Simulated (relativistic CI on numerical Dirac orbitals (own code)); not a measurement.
## Re²⁺: 4f photoemission

Computed with this model: Dirac-Coulomb-Breit CI, KLI orbitals optimised for each configuration, QED by a radiative potential, valence Slater integrals scaled by 0.8, multiplet model of photoemission in the sudden approximation; configurations [Xe] 4f14 5d5 → [Xe] 4f13 5d5; 300 K; Lorentzian 0.35 eV and Gaussian 0.5 eV FWHM. Energies are those of the free ion, without screening or charge transfer. The energies are binding energies and can lie tens of eV above those of solids. S is read from ⟨S²⟩ = S(S + 1).

Computed curve for free ion, scaled to 100 at the maximum (points under 2 are left out and the grid is thinned):

```csv
Energy (eV),Intensity
63.7,2.1
63.8,2.4
64.0,3.0
64.1,3.4
64.2,3.9
64.3,4.6
64.5,6.6
64.6,8.3
64.7,10.8
64.8,14.5
65.0,29.1
65.1,41.0
65.2,55.8
65.4,85.7
65.5,95.7
65.6,100.0
65.7,98.6
65.9,83.0
66.0,71.7
66.1,60.1
66.2,49.0
66.4,30.7
66.5,23.9
66.6,18.7
66.8,12.5
66.9,11.3
67.0,11.1
67.1,11.9
67.3,16.7
67.4,21.4
67.5,27.7
67.6,35.8
67.8,53.5
67.9,60.0
68.0,62.8
68.1,61.6
68.3,51.7
68.4,45.9
68.5,40.6
68.7,32.0
68.8,28.2
68.9,24.7
69.0,21.6
69.2,17.6
69.3,16.5
69.4,15.8
69.5,15.0
69.7,13.2
69.8,12.1
69.9,10.9
70.1,8.4
70.2,7.3
70.3,6.3
70.4,5.4
70.6,4.2
70.7,3.7
70.8,3.3
70.9,3.0
71.1,2.5
71.2,2.2
```

The ground state has S = 2.44, and the centroid lies at 66.91 eV.
